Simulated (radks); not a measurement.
All-electron atom: V in [Ar] 3d2 4s1 4p2 (not the ground configuration). All-electron calculation, Dirac Kohn-Sham, PBE, spin-unpolarised, spherical densities, finite nucleus; open shells are shared between the two j in proportion to 2j + 1; Fermi nuclear charge, rms radius 3.6002 fm. Program: a radial shooting solver on a logarithmic mesh with Libxc functionals.

Normalised radial functions P(r) = r R(r) (large component), r in bohr:

| r | 3p3/2 | 4s1/2 | 4p3/2 |
|---|---|---|---|
| 0.002878 | 0.0011 | 0.0208 | 0.0003 |
| 0.003297 | 0.0015 | 0.0235 | 0.0004 |
| 0.003778 | 0.0019 | 0.0266 | 0.0005 |
| 0.004328 | 0.0025 | 0.0300 | 0.0006 |
| 0.004998 | 0.0033 | 0.0341 | 0.0008 |
| 0.005726 | 0.0043 | 0.0383 | 0.0011 |
| 0.006561 | 0.0056 | 0.0429 | 0.0014 |
| 0.007516 | 0.0072 | 0.0479 | 0.0018 |
| 0.008681 | 0.0095 | 0.0537 | 0.0024 |
| 0.009945 | 0.0122 | 0.0595 | 0.0030 |
| 0.01139 | 0.0158 | 0.0656 | 0.0039 |
| 0.01316 | 0.0206 | 0.0724 | 0.0051 |
| 0.01508 | 0.0265 | 0.0788 | 0.0066 |
| 0.01727 | 0.0338 | 0.0852 | 0.0084 |
| 0.01979 | 0.0431 | 0.0912 | 0.0107 |
| 0.02285 | 0.0555 | 0.0968 | 0.0138 |
| 0.02618 | 0.0701 | 0.1009 | 0.0174 |
| 0.03 | 0.0880 | 0.1035 | 0.0218 |
| 0.03437 | 0.1098 | 0.1039 | 0.0273 |
| 0.03969 | 0.1378 | 0.1011 | 0.0342 |
| 0.04547 | 0.1693 | 0.0949 | 0.0420 |
| 0.0521 | 0.2060 | 0.0844 | 0.0511 |
| 0.05968 | 0.2480 | 0.0691 | 0.0615 |
| 0.06893 | 0.2978 | 0.0471 | 0.0738 |
| 0.07897 | 0.3487 | 0.0209 | 0.0864 |
| 0.09048 | 0.4016 | -0.0103 | 0.0993 |
| 0.1045 | 0.4564 | -0.0475 | 0.1127 |
| 0.1197 | 0.5028 | -0.0845 | 0.1240 |
| 0.1372 | 0.5386 | -0.1206 | 0.1324 |
| 0.1571 | 0.5574 | -0.1520 | 0.1364 |
| 0.1815 | 0.5505 | -0.1752 | 0.1338 |
| 0.2079 | 0.5113 | -0.1829 | 0.1229 |
| 0.2382 | 0.4342 | -0.1725 | 0.1023 |
| 0.2729 | 0.3155 | -0.1411 | 0.0712 |
| 0.3152 | 0.1448 | -0.0845 | 0.0270 |
| 0.3611 | -0.0530 | -0.0117 | -0.0235 |
| 0.4137 | -0.2747 | 0.0731 | -0.0790 |
| 0.4777 | -0.5168 | 0.1647 | -0.1375 |
| 0.5473 | -0.7309 | 0.2397 | -0.1857 |
| 0.6271 | -0.9085 | 0.2895 | -0.2199 |
| 0.7184 | -1.0290 | 0.3016 | -0.2329 |
| 0.8297 | -1.0795 | 0.2645 | -0.2178 |
| 0.9506 | -1.0511 | 0.1812 | -0.1739 |
| 1.089 | -0.9574 | 0.0577 | -0.1025 |
| 1.248 | -0.8162 | -0.0925 | -0.0086 |
| 1.441 | -0.6404 | -0.2609 | 0.1067 |
| 1.651 | -0.4736 | -0.4087 | 0.2207 |
| 1.891 | -0.3250 | -0.5285 | 0.3294 |
| 2.167 | -0.2059 | -0.6084 | 0.4242 |
| 2.503 | -0.1157 | -0.6429 | 0.5008 |
| 2.867 | -0.0607 | -0.6264 | 0.5432 |
| 3.285 | -0.0286 | -0.5669 | 0.5515 |
| 3.794 | -0.0112 | -0.4703 | 0.5230 |
| 4.346 | -0.0040 | -0.3638 | 0.4660 |
| 4.979 | -0.0012 | -0.2592 | 0.3895 |
| 5.705 | -0.0003 | -0.1693 | 0.3051 |
| 6.588 | -0.0001 | -0.0976 | 0.2193 |
| 7.548 | 0.0000 | -0.0523 | 0.1493 |
| 8.648 | 0.0000 | -0.0250 | 0.0938 |
| 9.908 | 0.0000 | -0.0105 | 0.0537 |
| 11.44 | 0.0000 | -0.0036 | 0.0265 |
| 13.11 | 0.0000 | -0.0011 | 0.0121 |

3p3/2: eigenvalue -51.426 eV, 1 radial node at r = 0.349 bohr, <r> = 1.00 bohr, 90 % of the charge inside 1.54 bohr. 4s1/2: eigenvalue -7.220 eV, 3 radial nodes at r = 0.0867, 0.368, 1.15 bohr, <r> = 3.01 bohr, 90 % of the charge inside 4.48 bohr. 4p3/2: eigenvalue -3.098 eV, 2 radial nodes at r = 0.340, 1.26 bohr, <r> = 3.88 bohr, 90 % of the charge inside 5.92 bohr.
